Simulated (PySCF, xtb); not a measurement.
C4H5NSi, SMILES C#C[SiH](N)C#C.

GFN2-xTB (xtb) at its own geometry gives an orbital gap of 4.76 eV and a dipole moment of 1.19 D.

Coordinates come from a B3LYP-D3(BJ)/def2-SVP optimisation. The structure was generated by enumeration, and PubChem lists no compound with its InChIKey, so it may never have been made. One conformer was computed; it need not be the lowest.

Question: What does PySCF with CAM-B3LYP/def2-TZVP give? (An estimate is asked for; the answer gives what the named calculation found.)

Answer: gap 9.48 eV (levels -9.05 and 0.43 eV), dipole 1.26 D.
